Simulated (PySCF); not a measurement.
A structure optimised at B3LYP-D3(BJ)/def2-SVP, used in a PySCF frequency run:

```xyz
5

F      0.0000     0.0000     1.9182
Ge     0.0000     0.0000     0.1929
Cl     1.7585     1.0153    -0.4595
Cl    -1.7585     1.0153    -0.4595
Cl     0.0000    -2.0306    -0.4595
```

Question: Write its SMILES, formula and point group.

Answer: [F][Ge]([Cl])([Cl])[Cl], Cl3FGe, C3v

Question: What are its rotational constants (standard atomic weights)?

Answer: 1.6080, 1.6080, 1.1525 GHz
